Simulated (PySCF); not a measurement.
Compound: In(vinyl)3, C6H9In.
Z-matrix (Å and degrees, PBE0-D3(BJ)/def2-SVP geometry), rows numbered from 1:
```
In
C   1  2.1510
C   2  1.3402  1  122.04
H   2  1.0984  1  120.66  3  -177.92
H   3  1.0969  2  122.30  1     1.43
H   3  1.0987  2  122.34  1  -178.15
C   1  2.1479  2  122.92  3   158.27
C   7  1.3396  1  122.20  2   176.87
H   7  1.0982  1  120.31  2    -2.97
H   8  1.0970  7  122.39  1     0.12
H   8  1.0986  7  122.42  1  -179.80
C   1  2.1524  2  116.59  3   -21.85
C  12  1.3401  1  121.78  2   -23.79
H  12  1.0983  1  120.95  2   158.01
H  13  1.0970 12  122.36  1     1.29
H  13  1.0989 12  122.38  1  -178.36
```

Method: PBE0-D3(BJ)/def2-SVP geometry optimisation, gas phase, def2 core potentials past Kr (PySCF 2.14.0).

Take the most abundant isotopes and a rigid rotor. The values belong to one conformer.

Task: Give the principal moments of inertia and the rotational constants in MHz.

Result: Ia = 212.59, Ib = 400.39, Ic = 604.70 u·Å²; 505379 MHz·u·Å²/I gives A = 2377, B = 1262, C = 835.7 MHz.

Task: Classify the top.

Result: An asymmetric top. Ray's parameter κ = (2B − A − C)/(A − C) = -0.447; −1 is the prolate and +1 the oblate limit.

Task: What does the inertial defect say?

Result: Not planar: Δ = Ic − Ia − Ib = -8.27 u·Å². For a rigid frame Δ = −2 Σ m c², so Σ m c² = 4.13 u·Å² lies off the ab plane: 1.85 from hydrogen and 2.28 from heavier atoms. The atom farthest from that plane is 0.70 Å away.

Task: Give the other two planar moments, Paa and Pbb, and the rms extents of the mass along the axes.

Result: Paa = Σ m a² = (Ib + Ic − Ia)/2 = 396.25 and Pbb = Σ m b² = (Ia + Ic − Ib)/2 = 208.45 u·Å². With the mass M = 195.97 u, the rms extents √(P/M) along a, b and c are 1.42, 1.03, 0.15 Å.

Task: Give the coordinates in the principal-axis frame, origin at the centre of mass.

Result: The sense of each axis is arbitrary; atoms in the order of the calculation.
| atom | mass (u) | a (Å) | b (Å) | c (Å) |
| --- | --- | --- | --- | --- |
| In1 | 114.904 | -0.116 | 0.128 | -0.004 |
| C2 | 12.000 | 1.493 | 1.543 | -0.193 |
| C3 | 12.000 | 2.734 | 1.270 | 0.235 |
| H4 | 1.008 | 1.316 | 2.539 | -0.620 |
| H5 | 1.008 | 3.000 | 0.305 | 0.683 |
| H6 | 1.008 | 3.552 | 2.000 | 0.168 |
| C7 | 12.000 | -2.185 | 0.704 | -0.025 |
| C8 | 12.000 | -3.177 | -0.195 | 0.032 |
| H9 | 1.008 | -2.465 | 1.764 | -0.088 |
| H10 | 1.008 | -2.989 | -1.274 | 0.095 |
| H11 | 1.008 | -4.236 | 0.096 | 0.018 |
| C12 | 12.000 | 0.440 | -1.940 | 0.210 |
| C13 | 12.000 | 1.619 | -2.403 | -0.228 |
| H14 | 1.008 | -0.250 | -2.667 | 0.659 |
| H15 | 1.008 | 2.368 | -1.753 | -0.697 |
| H16 | 1.008 | 1.902 | -3.462 | -0.148 |

Task: Predict some low-J microwave lines.

Result: The dipole components are |μa| = 0.12 D, |μb| = 0.02 D, |μc| = 0.00 D. Intensities carry the squares of the components, which stand as 1.00 : 0.02 : 0.00 (a : b : c). Some lines, for components of 0.1 D or more:

```tsv
type	branch	J(Ka,Kc)	MHz	lower level (cm⁻¹)
a	Q	5(3,2) ← 5(3,3)	388	1.463
a	Q	3(2,1) ← 3(2,2)	472	0.597
a	Q	2(1,1) ← 2(1,2)	1279	0.233
a	Q	5(2,3) ← 5(2,4)	2491	1.217
a	Q	3(1,2) ← 3(1,3)	2544	0.420
a	Q	4(1,3) ← 4(1,4)	4161	0.666
a	R	2(1,1) ← 1(1,0)	4622	0.121
a	R	3(1,3) ← 2(1,2)	5597	0.233
a	R	3(0,3) ← 2(0,2)	5923	0.207
a	R	3(2,2) ← 2(2,1)	6294	0.387
a	R	3(1,2) ← 2(1,1)	6861	0.276
a	R	4(1,4) ← 3(1,3)	7375	0.420
a	R	4(0,4) ← 3(0,3)	7607	0.404
a	R	4(2,3) ← 3(2,2)	8312	0.597
a	R	4(3,2) ← 3(3,1)	8556	0.821
a	R	4(1,3) ← 3(1,2)	8992	0.504
a	R	4(2,2) ← 3(2,1)	9096	0.613
a	R	5(1,5) ← 4(1,4)	9110	0.666
a	R	5(0,5) ← 4(0,4)	9238	0.658
a	R	5(3,3) ← 4(3,2)	10707	1.106
a	R	5(4,2) ← 4(4,1)	10713	1.411
a	R	5(4,1) ← 4(4,0)	10728	1.411
a	R	5(2,3) ← 4(2,2)	11503	0.916
```

Task: Estimate the classical rotational partition function at 10 K, 50 K and 298.15 K.

Result: Point group C1, symmetry number σ = 1; q = (√π/σ)·√((kT/h)³/(ABC)), k/h = 20836.6 MHz/K: 3370 at 10 K, 37600 at 50 K, 548000 at 298.15 K.

Atoms past krypton carry def2 core potentials. Whether it is a minimum is left open (no frequencies). Zero-point vibration and centrifugal distortion are left out.

Time: 5.3 min; peak memory 0.60 GiB. Hardware: one thread of an Intel Xeon at 2.50 GHz, no GPU, on a shared host. This is the geometry optimisation.
